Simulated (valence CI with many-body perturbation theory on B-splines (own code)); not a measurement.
## Te¹³⁺ in brief

Method: valence CI with perturbative core correlation (CI+MBPT): three valence electrons over a frozen Dirac-Fock core [Kr], a basis of 7 s, 7 p, 8 d, 6 f, 4 g, 1 h functions for each j, with the one-electron correlation potential Σ1 (screened to all orders), the two-electron term Σ2, the three-electron term Σ3, Breit, model QED; selected single and double excitations, second order for the rest, scaled by the run's own slope (own B-spline code, finite nucleus).

No measured levels were compared; by estimate terms of the open shell hold to 2 to 4 % of their energy, and close levels can change places. Excitations out of the core, of the other parity, are not computed and may begin above about 58.5 eV (a cautious bound); beyond it only levels of the ground parity were kept, without lifetimes.

Names give the largest LS component (configuration and term), which can be under half, so a name can repeat, a term be missing and a line seem to break the LS rules; names also repeat where a configuration has a term twice.

Rates and lifetimes use the calculated energies. Strong lines usually hold to 10 to 20 %, long lifetimes can be off by a factor of two.

Problem. What is the ground level?

Solution. 4d3 4F_3/2, composition 88 % 4d3 4F + 10 % 4d3 2D, g = 0.453.

Problem. How is the term 4F of the ground level split?

Solution. J = 3/2 at 0, J = 5/2 at 8232, J = 7/2 at 15698, J = 9/2 at 21482 cm⁻¹.

Problem. How well does LS coupling describe the low levels?

Solution. Among the lowest 20 levels the leading LS term, summed over configurations, holds 81 % on average. For single configurations the figures are 81 % in LS and 74 % in jj coupling. Terms mix most in the J = 3/2 level at 44858 cm⁻¹, where the leading one holds 49 %.

Problem. What is the ionisation energy?

Solution. 300.14 eV; NIST lists 299 ± 3 eV (theoretical).
